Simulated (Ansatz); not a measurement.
`[CH3][GeH2][Cl]`, 8 atoms. The species carries charge 0 and has multiplicity 1. Correlated methods include outer-core shells of Ge, which these sets cover unevenly. Scalar relativity is left out up to krypton. All runs use 2 threads of a server CPU on a shared host. Correlated methods freeze the cores.

(1) Give the basis size and wall time and peak host memory of each of these runs in Ansatz. RHF-CCSD(T)/def2-TZVPP energy; RKS PBE0-D4/def2-TZVP relaxation (4 steps); RKS BHLYP-D4/def2-TZVPP energy; RKS PBE0-D4/def2-TZVPP energy; RHF-CCSD(T)/def2-SVP energy; RKS ωB97M-V/def2-QZVPP energy; RKS ωB97M-V/def2-SVP energy; RKS PBE0-D4/def2-QZVPP energy; direct RPA on PBE orbitals/def2-TZVPP energy; RKS HSE06-D4/def2-TZVPP energy; RKS r2SCAN0-D4/def2-TZVPP energy; RKS PBE0-D4/def2-SVP energy. (Estimate.)

Answers

(1) Computed: Other jobs shared the machine, so times are rough.

| level | job | functions | wall time | peak host memory (GiB) |
| --- | --- | --- | --- | --- |
| RKS PBE0-D4/def2-SVP | energy | 89 | 1.5 s | 0.17 |
| RKS PBE0-D4/def2-TZVPP | energy | 191 | 3.5 s | 0.42 |
| RKS BHLYP-D4/def2-TZVPP | energy | 191 | 3.6 s | 0.44 |
| RKS HSE06-D4/def2-TZVPP | energy | 191 | 3.8 s | 0.44 |
| RHF-CCSD(T)/def2-SVP | energy | 89 | 3.8 s | 0.28 |
| direct RPA on PBE orbitals/def2-TZVPP | energy | 191 | 5.5 s | 0.35 |
| RKS ωB97M-V/def2-SVP | energy | 89 | 6 s | 0.25 |
| RKS r2SCAN0-D4/def2-TZVPP | energy | 191 | 6.5 s | 0.44 |
| RKS PBE0-D4/def2-QZVPP | energy | 366 | 10 s | 1.1 |
| RKS PBE0-D4/def2-TZVP | relaxation (4 steps) | 146 | 16 s | 0.34 |
| RKS ωB97M-V/def2-QZVPP | energy | 366 | 23 s | 1.3 |
| RHF-CCSD(T)/def2-TZVPP | energy | 191 | 81 s | 2 |

HSE06 is defined as in plane-wave codes.
